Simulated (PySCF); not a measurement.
## Correlation energy of Sc (scandium, neutral)

[Ar] 3d2 4s1, 4s spin antiparallel (an excited configuration). Calculation: PySCF 2.14, in aug-cc-pVTZ-DK; scalar relativity by spin-free X2C-1e. Frozen: [Ar]; 3 electrons correlated.

MP2 pair energies summed by pair of shells (mhartree):

| pair | energy | share (%) |
| --- | --- | --- |
| 3d-4s | -13.10 | 69.0 |
| 3d-3d | -5.89 | 31.0 |

Total MP2 correlation energy: -18.99 mhartree.

Same-spin part -5.89 and opposite-spin part -13.10 mhartree; SCS-MP2 scales them by 1/3 and 6/5 to -17.68 mhartree.
